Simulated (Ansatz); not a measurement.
A series at Si: from `CO[SiH](O)[SiH](O)O`, ligands are replaced one by one, each step taking up H₂ and setting free H₂O; n counts the steps. Ansatz, PBE0-D4/def2-TZVP geometries. Each molecule was computed in one conformer, which needn't be the lowest.

CBS adds triple-zeta CCSD(T) − MP2 to the MP2 limit, frozen cores; atoms without spin–orbit coupling. 

```json
{"n": "0", "molecule": "`CO[SiH](O)[SiH](O)O`", "atomization energy, CCSD(T)/CBS (kJ/mol)": "5774.9"}
{"n": "1", "molecule": "`CO[SiH](O)[SiH2]O`", "atomization energy, CCSD(T)/CBS (kJ/mol)": "5172.0"}
{"n": "2", "molecule": "`CO[SiH2][SiH2]O`", "atomization energy, CCSD(T)/CBS (kJ/mol)": "4568.3"}
{"n": "3", "molecule": "`CO[SiH2][SiH3]`", "atomization energy, CCSD(T)/CBS (kJ/mol)": "?"}
```

Task: By hand: fit a straight line y = ȳ + b (n − n̄) to the 3 given rows and predict n = 3.

Result: n̄ = 1.000, ȳ = 5171.73; Σ(n − n̄)(y − ȳ) = -1206.60, Σ(n − n̄)² = 2.000, so b = -603.30 kJ/mol a step. Prediction: 5171.73 + (-603.30) × (2.000) = 3965.1 kJ/mol.

Task: By hand: compare with the computed value, 3996.9 kJ/mol, and give the steps along the whole series.

Result: The line misses by 31.8 kJ/mol (computed minus predicted). Steps: -602.9, -603.7, -571.4 kJ/mol.

The steps differ by up to 32.3 kJ/mol, small against a whole step but well beyond the method's doubt, so the ligands' effects don't simply add. The miss is 1.8 % of the series' range. The energies themselves are unsure by some kJ/mol a bond, though much of that is common to the series.
